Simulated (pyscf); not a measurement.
Optimised with ωB97X-D3(BJ)/def2-SVP in PySCF.

Task: What is the homolytic dissociation enthalpy (298 K, ωB97M-D3(BJ)/def2-TZVP) of the C–Zn bond of H₃C–Zn–CH₂–CH(CH₃)–OH, to [H₃C–Zn]• + •H₂C–CH(CH₃)–OH?

Result: C–Zn to [H₃C–Zn]• + •H₂C–CH(CH₃)–OH: 71.0 kcal/mol. The 7 functionals that were run give +65.1 (B3LYP-D3(BJ)) to +74.4 kcal/mol (ωB97X-D3(BJ)). The radicals are drawn with the spin at the cut bond; how far it spreads was not checked. H₃C–Zn–CH₂–CH(CH₃)–OH lies 14.0 kcal/mol over its isomer H₃C–Zn–O–CH(CH₃)–CH₃, and others may lie lower still (electronic energy, ωB97M-D3(BJ)). Other isomers of [H₃C–Zn]•, •H₂C–CH(CH₃)–OH were not searched in full and may lie lower. Elements up to Kr have no core potential and no relativistic terms here.
